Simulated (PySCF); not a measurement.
# One molecule, several mistakes: BGe2H9Si

Calculated results; nothing here was measured. The program is PySCF 2.14.0, an open-source quantum chemistry code, run on an isolated molecule that a program drew, which may never have been made. The molecule is BGe2H9Si (charge 0, singlet), drawn as the SMILES string `B[SiH]([GeH3])[GeH3]`.

Each row is a Hartree-Fock (HF) and frozen-core CCSD(T) single point in the cc-pV(D+d)Z basis, meant for a local HF minimum. Run 1 is clean. Each other run has one planted mistake out of seven kinds, and not every kind appears here: one electron removed, one electron added, multiplicity raised by two, geometry at a saddle point, minimal basis STO-3G, one bond length entered in bohr, all coordinates scaled. The reference is restricted for singlets and unrestricted otherwise, and also for a bond in bohr. Adding or removing an electron swaps singlet and doublet. Electrons count all cores. HOMO and LUMO are orbital energies over both spins, the gradient is its largest component, and the lowest frequency (negative if imaginary) is given only where the gradient is small. Bond lengths are over the 12 bonds as drawn. T1 is the CCSD diagnostic: over 0.02 (restricted) or 0.045 (unrestricted) a single reference is doubtful. Germanium has the cc-pVDZ-PP basis, with a core potential (ECP10MDF) in place of its 10 inner electrons, and its 3s, 3p and 3d shells are frozen in CCSD(T).

Geometry of the clean run:
```xyz
13
BGe2H9Si, angstrom
B    -1.1100   -0.2669    0.0445
Si    0.6419   -0.5139   -0.9547
Ge    1.0401    1.3917   -2.3863
Ge    2.4622   -0.6826    0.6259
H    -2.0221   -1.0395   -0.0499
H    -1.2531    0.6846    0.7622
H     0.6586   -1.7347   -1.8029
H    -0.0994    1.5663   -3.3993
H     2.3503    1.2138   -3.1630
H     1.1398    2.6749   -1.5520
H     2.5650    0.6001    1.4608
H     3.7918   -0.8925   -0.1087
H     2.2509   -1.8624    1.5844
```

```
run  electrons  basis functions  <S^2>  HOMO (eV)  LUMO (eV)  gradient (hartree/bohr)  lowest frequency (cm^-1)  mean bond (Å)  longest bond (Å)      T1  HF (hartree)  CCSD(T) (hartree)                     mistake
  1         92              128  0.000     -10.15       1.02                  9.4e-06                        74         1.6629             2.417  0.0138    -905.57839         -906.05616                    no fault
  2         92              128  2.023      -7.31      -1.76                  5.0e-02                         -         1.6629             2.417  0.0186    -905.45969         -905.93032  multiplicity raised by two
  3         91              128  0.775     -15.17      -7.99                  6.3e-02                         -         1.6629             2.417  0.0324    -905.24482         -905.70244        one electron removed
  4         93              128  0.761      -1.13       7.14                  3.1e-02                         -         1.6629             2.417  0.0136    -905.57827         -906.07630                           ?
  5         92              128  0.000     -10.28       1.10                  1.6e-02                         -         1.6114             2.342  0.0138    -905.56769         -906.04374                           ?
```

**Which mistake was planted in run 4, and what did it cost?**

It counts 93 electrons, one more than the clean run, at the same geometry and basis. So the mistake is: one electron added. Subtracting run 1 and multiplying by 627.51 kcal/mol a hartree, the energy moved by 0.1 kcal/mol in HF and -12.6 kcal/mol in CCSD(T).

**Which mistake was planted in run 5, and what did it cost?**

The mean and the longest bond both change by the same factor, 0.969, and the gradient is no longer small. So the mistake is: all coordinates scaled. Subtracting run 1 and multiplying by 627.51 kcal/mol a hartree, the energy moved by 6.7 kcal/mol in HF and 7.8 kcal/mol in CCSD(T).

